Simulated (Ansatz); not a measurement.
A nudged elastic band was laid between two geometries of C2H5NSSi (10 atoms, charge 0, multiplicity 1).

Level of theory: RKS BHLYP-D4/def2-mTZVP (Ansatz 0.2.0).

- movable images: 7
- climbing image: yes
- spring: 0.1 eV/Å²
- optimiser: quadratic models (default)
- start path: IDPP
- force threshold: 0.05 eV/Å
- iteration limit: 60
- end points: relaxed

Initial state:

```xyz
10
Properties=species:S:1:pos:R:3
N 0.138 0.235 1.938
Si 0.471 -0.492 0.442
C -0.760 -1.075 -0.703
C -0.188 0.053 -1.142
S -0.459 1.056 -2.540
H 0.817 0.303 2.669
H -0.723 0.694 2.160
H 1.816 -1.062 0.561
H -1.548 -1.704 -1.078
H 0.519 1.942 -2.304
```

Final state:

```xyz
10
Properties=species:S:1:pos:R:3
N 0.144 0.086 2.070
Si 0.578 -0.458 0.524
C -0.575 -0.819 -0.785
C 0.090 0.317 -1.026
S 0.111 1.557 -2.237
H 0.778 0.064 2.844
H -0.695 0.593 2.270
H 1.875 -1.124 0.676
H -1.356 -1.343 -1.307
H -0.868 1.075 -3.027
```

Problem. Which bonds break or form, and what moves?

Solution. No bond is made or broken. The dihedral C3–C4–S5–H10 goes from -178 to 1°.

Problem. Give the energies along the band, and the barrier.

Solution. The run converged. The highest image is number 4 of 0 to 8, 27.6 kJ/mol above the ends, which have the same energy within 2 meV. Another band between the same ends (7 images) ends at a top of the same energy, where a vibrational analysis finds 1 clearly imaginary mode.

```csv
image,path coordinate (Å),energy (kJ/mol),dihedral C3–C4–S5–H10 (°)
0,0.00,0.0,-178
1,0.42,2.8,-162
2,0.85,11.5,-140
3,1.28,22.4,-114
4,1.72,27.6,-86
5,2.08,23.5,-61
6,2.46,13.1,-36
7,2.84,3.3,-13
8,3.24,0.0,1
```

Problem. What is the geometry of the highest image?

Solution. 
```xyz
10
Properties=species:S:1:pos:R:3
N -0.241 -0.125 2.071
Si 0.496 -0.342 0.559
C -0.373 -0.888 -0.923
C -0.060 0.404 -0.973
S -0.417 1.702 -2.146
H 0.271 -0.168 2.929
H -1.190 0.161 2.199
H 1.895 -0.686 0.830
H -0.915 -1.544 -1.584
H 0.616 1.435 -2.960
```

The band took 5 iterations and of the order of 4 core-minutes.

Time of the run: 2.3 min on 2 threads of Arm Neoverse V1, on a shared host, peak memory 0.26 GiB.
